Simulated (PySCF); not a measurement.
GeTe at PBE

Level: PBE. PySCF, scalar-relativistic core potentials, basis sets Ge def2-SVP, Te def2-SVP with ECP28.

* state: ¹Σ⁺ (singlet), closed shell
* bond length: 4.490 bohr
* harmonic wavenumber: 316 cm⁻¹
* force constant: 2.78 mdyn/Å
* rotational constant Be: 0.06340 cm⁻¹
* anharmonicity ωexe: 0.565 cm⁻¹
* vibration–rotation constant αe: 0.000161 cm⁻¹
* well depth De to Ge + Te: 4.73 eV
* dissociation energy D0: 4.71 eV
* HOMO–LUMO gap: 2.82 eV
* bond order (Mayer): 2.47
* dipole moment (positive dipole means Ge(−)Te(+)): -1.02 D

These are scalar-relativistic numbers at best; spin–orbit coupling would shift them, the dissociation energy most.
